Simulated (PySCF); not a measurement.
## Assignment exercise: C7H8FNSi

Molfile (atoms numbered from 1):
```
C7H8FNSi
     RDKit          3D

 18 18  0  0  0  0  0  0  0  0999 V2000
   -1.8970    2.3355    1.3184 F   0  0  0  0  0  0  0  0  0  0  0  0
   -1.7310    1.0283    1.1360 C   0  0  0  0  0  0  0  0  0  0  0  0
   -2.8040    0.1729    1.3692 C   0  0  0  0  0  0  0  0  0  0  0  0
   -2.6290   -1.1929    1.1596 C   0  0  0  0  0  0  0  0  0  0  0  0
   -1.4010   -1.6838    0.7248 C   0  0  0  0  0  0  0  0  0  0  0  0
   -0.3218   -0.8156    0.5100 C   0  0  0  0  0  0  0  0  0  0  0  0
    0.9655   -1.3963    0.0648 C   0  0  0  0  0  0  0  0  0  0  0  0
    2.1118   -0.8690    0.0128 N   0  0  0  0  0  0  0  0  0  0  0  0
    2.8662    0.6410    0.4168 Si  0  0  0  0  0  4  0  0  0  0  0  0
   -0.4970    0.5592    0.7143 C   0  0  0  0  0  0  0  0  0  0  0  0
   -3.7559    0.5896    1.7030 H   0  0  0  0  0  0  0  0  0  0  0  0
   -3.4626   -1.8765    1.3343 H   0  0  0  0  0  0  0  0  0  0  0  0
   -1.2653   -2.7546    0.5526 H   0  0  0  0  0  0  0  0  0  0  0  0
    0.8629   -2.4553   -0.2535 H   0  0  0  0  0  0  0  0  0  0  0  0
    2.4712    1.1490    1.7721 H   0  0  0  0  0  0  0  0  0  0  0  0
    2.5042    1.6779   -0.6024 H   0  0  0  0  0  0  0  0  0  0  0  0
    4.3447    0.4588    0.3993 H   0  0  0  0  0  0  0  0  0  0  0  0
    0.3011    1.2799    0.5327 H   0  0  0  0  0  0  0  0  0  0  0  0
  1  2  1  0
  2  3  1  0
  3  4  2  0
  4  5  1  0
  5  6  2  0
  6  7  1  0
  7  8  2  0
  8  9  1  0
  6 10  1  0
 10  2  2  0
  3 11  1  0
  4 12  1  0
  5 13  1  0
  7 14  1  0
  9 15  1  0
  9 16  1  0
  9 17  1  0
 10 18  1  0
M  END
```

Calculated, not measured (PySCF 2.14.0 with density-fitted response routines): NMR shieldings at PBE0/pcSseg-1/GIAO, geometry from PBE0-D3(BJ)/def2-SVP. Averaged over atoms made equivalent by symmetry, fast rotation or ring inversion, one computed conformer, in vacuum, non-relativistic Hamiltonian.

Shifts are taken against calculated references (same method and geometry level): ¹³C (σ = 184.41 ppm) and ¹H (σ = 31.27 ppm) against TMS.

Problem. Assign these signals to the numbered atoms. ¹³C{¹H} NMR (computed): δ 177.1, 170.4, 141.9, 136.2, 134.0, 123.9, 118.2.

Solution. 
```tsv
δ (ppm)	atoms	environment	reason
177.1	C7	C=N carbon	–
170.4	C2	aromatic carbon bearing fluorine	the electronegative substituent deshields the carbon that carries it
141.9	C6	substituted aromatic carbon	–
136.2	C4	aromatic CH	the aromatic region
134.0	C5	aromatic CH	–
123.9	C3	aromatic CH	–
118.2	C10	aromatic CH	–
```

Problem. Assign these signals to the numbered atoms. ¹H NMR (400 MHz, computed): δ 9.21 (s, 1H), 7.64 (m, 1H), 7.36 (d, 1H), 7.27 (m, 1H), 7.14 (m, 1H), 5.34 (s, 3H).

Solution. 
```tsv
δ (ppm)	atoms	environment	reason
9.21	H14	hydrogen on a C=N carbon	–
7.64	H12	hydrogen on an aromatic CH	the ring current deshields protons in the ring plane
7.36	H13	hydrogen on an aromatic CH	–
7.27	H11	hydrogen on an aromatic CH	–
7.14	H18	hydrogen on an aromatic CH	–
5.34	H15/H16/H17	hydrogen on a silicon bonded to N	–
```

H13 and H11 lie closer than the usual error of such a calculation, so a measured spectrum could show them in the other order.

Splittings by ¹⁹F in the carbon and heteronuclear signals aren't shown, as no couplings were computed. Shifts are as computed. Against solution values, carbons near 30 ppm lie about +2 ppm off and those near 130 ppm about +5 ppm. Of 1211 compounds with measured shifts, 218 miss one by over three times the rms of a fit or turn the order of signals round; such compounds aren't used in these exercises. Multiplicities follow the n + 1 count of equivalent neighbours, as no J values were calculated; m marks all less simple cases, F and P coupling included.
